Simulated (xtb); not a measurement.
Sn(H)2(OH)(OMe) (CH6O2Sn), SMILES C[O][SnH2][OH]. All values are semi-empirical tight-binding results from xtb (GFN2-xTB unless named), good for trends rather than for accurate numbers. The structure is a stationary point at GFN2-xTB. The structure was generated by enumeration; whether it is a known compound was not checked. One conformer was computed; it need not be the lowest.

Optimised geometry:

Bonds (Å): Sn1–O2 1.914, Sn1–O3 1.973, Sn1–H5 1.680, Sn1–H6 1.680, O2–H7 0.959, O3–C4 1.403, C4–H8 1.091, C4–H9 1.091, C4–H10 1.090. Angles (°): O2–Sn1–O3 98.1, O2–Sn1–H5 110.3, O2–Sn1–H6 110.4, O3–Sn1–H5 112.5, O3–Sn1–H6 112.5, H5–Sn1–H6 112.1, Sn1–O2–H7 112.5, Sn1–O3–C4 127.6, O3–C4–H8 112.1, O3–C4–H9 112.1, O3–C4–H10 106.3, H8–C4–H9 108.7, H8–C4–H10 108.7, H9–C4–H10 108.8.
Charge 0, spin multiplicity 1.

For metal compounds this method's bond lengths and energies can be far off.

**Question.** Estimate the properties. (The exact figures need the calculation; the answer reports its results.)

**Answer.** 
```
Quantity                                      Result
-------------------------------------  -------------
point group as xtb finds it                       Cs
orbital gap                                  5.12 eV
zero-point energy                      40.0 kcal/mol
G − E(el) at 298.15 K (modified RRHO)  19.6 kcal/mol
```

**Question.** Give the atomic charges and the Wiberg bond orders between heavy atoms. (The exact figures need the calculation; the answer reports its results.)

**Answer.** charges (e) Sn1 0.33, O2 -0.47, O3 -0.40, C4 0.06, H5 0.03, H6 0.03, H7 0.33, H8 0.02, H9 0.02, H10 0.04. Bond orders Sn1–O2 0.99, Sn1–O3 0.87, O3–C4 1.01.
